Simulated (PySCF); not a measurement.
CaF (SMILES [F][Ca+]), charge +1, singlet, geometry from GFN2-xTB (such geometries of metal compounds can be far from the true shape); CAMB3LYP/def2-SVP in PySCF.

The PySCF input:
```python
from pyscf import gto, scf, dft

mol = gto.Mole()
mol.atom = '''
    Ca   -0.000000   -0.000000   -0.613052
    F     0.000000    0.000000    1.362338
'''
mol.basis = 'def2-svp'
mol.charge = 1
mol.spin = 0
mol.verbose = 4
mol.build()

mf = dft.RKS(mol)
mf.xc = 'camb3lyp'
mf.kernel()
```

What the program printed (banner, timings and long lists left out):

```
PySCF version 2.14.0

[INPUT] verbose = 4
[INPUT] num. atoms = 2
[INPUT] num. electrons = 28
[INPUT] charge = 1
[INPUT] spin (= nelec alpha-beta = 2S) = 0
[INPUT] symmetry False subgroup None
[INPUT] Mole.unit = angstrom
[INPUT] Symbol           X                Y                Z      unit          X                Y                Z       unit  Magmom
[INPUT]  1 Ca     0.000000000000   0.000000000000  -0.613052000000 AA    0.000000000000   0.000000000000  -1.158500380117 Bohr   0.0
[INPUT]  2 F      0.000000000000   0.000000000000   1.362338000000 AA    0.000000000000   0.000000000000   2.574445709088 Bohr   0.0

nuclear repulsion = 48.2192873131888
number of shells = 16
number of NR pGTOs = 85
number of NR cGTOs = 38
basis = def2-svp
ecp = {}

******** <class 'pyscf.dft.rks.RKS'> ********
method = RKS
initial guess = minao
damping factor = 0
level_shift factor = 0
DIIS = <class 'pyscf.scf.diis.CDIIS'>
diis_start_cycle = 1
diis_space = 8
diis_damp = 0
SCF conv_tol = 1e-09
SCF conv_tol_grad = None
SCF max_cycles = 50
direct_scf = True
direct_scf_tol = 1e-13
XC library pyscf.dft.libxc version 7.1.2
    S. Lehtola, C. Steigemann, M. J. T. Oliveira, and M. A. L. Marques,  SoftwareX 7, 1–5 (2018)
XC functionals = camb3lyp
    T. Yanai, D. P. Tew, and N. C. Handy,  Chem. Phys. Lett. 393, 51 (2004)
radial grids:
    Treutler-Ahlrichs [JCP 102, 346 (1995); DOI:10.1063/1.469408] (M4) radial grids

becke partition: Becke, JCP 88, 2547 (1988); DOI:10.1063/1.454033
pruning grids: <function nwchem_prune>
grids dens level: 3
symmetrized grids: False
atomic radii adjust function: <function treutler_atomic_radii_adjust>
small_rho_cutoff = 0
Set gradient conv threshold to 3.16228e-05
Initial guess from minao.
tot grids = 34688
init E= -777.124033207051
  HOMO = -0.58965950319904  LUMO = -0.170561168550558  gap/eV = 11.40425
cycle= 1 E= -776.977291488407  delta_E= 0.147  |g|= 0.759  |ddm|= 2.45
  HOMO = -0.355033766497627  LUMO = -0.2739778283571  gap/eV = 2.20564
cycle= 2 E= -776.34564088796  delta_E= 0.632  |g|= 2.07  |ddm|= 1.78
  HOMO = -0.569589392444396  LUMO = -0.250143566651345  gap/eV = 8.69256
cycle= 3 E= -777.102765804288  delta_E= -0.757  |g|= 0.0598  |ddm|= 1.26
  HOMO = -0.576795906115866  LUMO = -0.2547481925517  gap/eV = 8.76336
cycle= 4 E= -777.103449656417  delta_E= -0.000684  |g|= 0.024  |ddm|= 0.0576
  HOMO = -0.582463483751385  LUMO = -0.252047286828375  gap/eV = 8.99108
cycle= 5 E= -777.103563648178  delta_E= -0.000114  |g|= 0.0035  |ddm|= 0.0225
  HOMO = -0.58346837825938  LUMO = -0.251725165667547  gap/eV = 9.02719
cycle= 6 E= -777.103568567783  delta_E= -4.92e-06  |g|= 0.00051  |ddm|= 0.00787
  HOMO = -0.583375022884395  LUMO = -0.25170879766975  gap/eV = 9.02510
cycle= 7 E= -777.10356882628  delta_E= -2.58e-07  |g|= 0.000174  |ddm|= 0.00198
  HOMO = -0.583329671851325  LUMO = -0.251697644305656  gap/eV = 9.02417
cycle= 8 E= -777.103568846304  delta_E= -2e-08  |g|= 2.69e-05  |ddm|= 0.000586
  HOMO = -0.583325219697232  LUMO = -0.251699343797744  gap/eV = 9.02400
cycle= 9 E= -777.103568846705  delta_E= -4.01e-10  |g|= 4.87e-06  |ddm|= 6.18e-05
  HOMO = -0.583327683253508  LUMO = -0.2516994829264  gap/eV = 9.02406
Extra cycle  E= -777.103568846719  delta_E= -1.33e-11  |g|= 4.59e-06  |ddm|= 1.03e-05
converged SCF energy = -777.103568846719
```
